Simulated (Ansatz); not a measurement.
CH₈ClNSi₂, SMILES `CN[SiH]([SiH3])Cl`, relaxed with RKS PBE0-D4/def2-TZVP in Ansatz 0.2.0 from a PBE-D4/def2-SVP geometry. The force threshold is 0.005 eV/Å; the program also tests the step.

Charge 0, multiplicity 1.

Start:

```xyz
13

C    -1.489   -1.202    0.028
N    -0.571   -0.695    1.037
Si    0.406    0.725    0.870
Si    1.579    0.707   -1.166
Cl   -0.680    2.545    0.808
H    -2.514   -0.767    0.092
H    -1.100   -0.967   -0.985
H    -1.582   -2.308    0.089
H    -0.829   -0.958    1.993
H     1.278    0.776    2.091
H     2.422    1.949   -1.263
H     2.471   -0.502   -1.276
H     0.610    0.697   -2.319
```

```json
{"step": "1", "energy (eV)": "-30925.5008", "largest force (eV/Å)": "0.477", "largest move (Å)": "0.000"}
{"step": "2", "energy (eV)": "-30925.5541", "largest force (eV/Å)": "0.256", "largest move (Å)": "0.048"}
{"step": "3", "energy (eV)": "-30925.5600", "largest force (eV/Å)": "0.083", "largest move (Å)": "0.025"}
{"step": "4", "energy (eV)": "-30925.5611", "largest force (eV/Å)": "0.043", "largest move (Å)": "0.013"}
{"step": "5", "energy (eV)": "-30925.5613", "largest force (eV/Å)": "0.020", "largest move (Å)": "0.005"}
{"step": "6", "energy (eV)": "-30925.5614", "largest force (eV/Å)": "0.018", "largest move (Å)": "0.015"}
{"step": "7 (rejected)", "energy (eV)": "-30925.5614", "largest force (eV/Å)": "0.030", "largest move (Å)": "0.015"}
{"step": "8", "energy (eV)": "-30925.5614", "largest force (eV/Å)": "0.007", "largest move (Å)": "0.007"}
{"step": "9", "energy (eV)": "-30925.5615", "largest force (eV/Å)": "0.008", "largest move (Å)": "0.010"}
{"step": "10", "energy (eV)": "-30925.5615", "largest force (eV/Å)": "0.004", "largest move (Å)": "0.006"}
```

End:

```xyz
13

C    -1.484   -1.184    0.027
N    -0.566   -0.680    1.028
Si    0.392    0.716    0.853
Si    1.575    0.694   -1.165
Cl   -0.696    2.497    0.819
H    -2.497   -0.779    0.132
H    -1.127   -0.913   -0.969
H    -1.542   -2.275    0.066
H    -0.804   -0.960    1.967
H     1.252    0.792    2.059
H     2.413    1.919   -1.251
H     2.452   -0.505   -1.249
H     0.633    0.679   -2.317
```

It took 82 s on 4 threads of a server CPU on a shared host, with 0.68 GiB of host memory at the peak.
